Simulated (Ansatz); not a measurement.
**Ligand exchange: BH(CH3)F + SiH3(SeH) → BH2F + Se(CH3)(SiH3)**

Gas-phase species: BH(CH3)F, singlet; SiH3(SeH), singlet; BH2F `BF`, singlet; Se(CH3)(SiH3), singlet. The partners trade CH3 for H: B–CH3 and Se–H bonds give way to B–H and Se–CH3.

Shapes, held fixed at every level: PBE0-D4/def2-TZVP. Programs: Ansatz 0.2.0. The zero-point and thermal change to 298 K, harmonic and unscaled (PBE0-D4/def2-TZVP), is +4.2 kJ/mol.

| level | kind | ΔH(298 K) (kJ/mol) | less CCSD(T)/def2-TZVPP |
| --- | --- | --- | --- |
| HF/def2-TZVPP | Hartree–Fock | +69.9 | +4.0 |
| PBE-D4/def2-TZVPP | GGA | +70.3 | +4.4 |
| r2SCAN0-D4/def2-TZVPP | global hybrid | +74.8 | +8.9 |
| wB97X-V/def2-TZVPP | range-separated hybrid | +69.5 | +3.6 |
| B2PLYP/def2-TZVPP | double hybrid | +68.7 | +2.8 |
| MP2/def2-SVP | perturbation theory | +75.4 | +9.5 |
| CCSD(T)/def2-SVP | coupled cluster or CI | +76.9 | +11.0 |
| CCSD(T)/def2-TZVPP | coupled cluster or CI | +65.9 | 0.0 |

The highest level, CCSD(T)/def2-TZVPP, gives ΔH(298 K) = +65.9 kJ/mol; the levels span +65.9 to +76.9. The column of differences is taken from that level and isn't an error. No measured value is set beside it here. Relativity is left out for Se. Outer-core shells of Se are correlated, in sets that cover them unevenly.
